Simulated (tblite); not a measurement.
HSi (SMILES [SiH]), doublet, at a GFN2-xTB geometry; GFN1-xTB (tblite).

tblite was given this input:
```
$ tblite run mol.xyz --method gfn1 --charge 0 --spin 1 --guess eeq --json tblite.json --no-restart

# file mol.xyz
2

Si    -0.00000000    -0.00000000    -0.10104690
H      0.00000000     0.00000000     1.41465662
```

### Question
Write the output that tblite gives for this input, abridged.

### Answer

```
xTB calculator
 | screened Coulomb repulsion
 | Coulomb electrostatics
 |  * isotropic Klopman-Ohno-Mataga-Nishimoto electrostatics
 |  * onsite third-order electrostatics
 | DFT-D3(BJ) dispersion correction

halogen bonding energy    0.0000000000000E+00 Eh
repulsion energy          5.9062080196133E-03 Eh
dispersion energy        -1.5685317114401E-04 Eh
number of electrons       5.0000000000000E+00 e
integral cutoff           2.8146159136829E+01 bohr

------------------------------------------------------------
  cycle        total energy    energy error   density error
------------------------------------------------------------
      1     -2.223104394253  -2.2288537E+00   1.2092463E-01
      2     -2.224309678301  -1.2052840E-03   5.6413967E-02
      3     -2.224481691452  -1.7201315E-04   1.3469446E-02
      4     -2.224486467161  -4.7757098E-06   1.5093544E-03
      5     -2.224486890215  -4.2305317E-07   8.1042085E-05
      6     -2.224486890701  -4.8602766E-10   1.9005516E-05
------------------------------------------------------------

electronic energy        -2.2302362455491E+00 Eh
total energy             -2.2244868907006E+00 Eh

Post processing:
 | Mayer-Wiberg bond orders

[Info] JSON dump of results written to 'tblite.json'
```
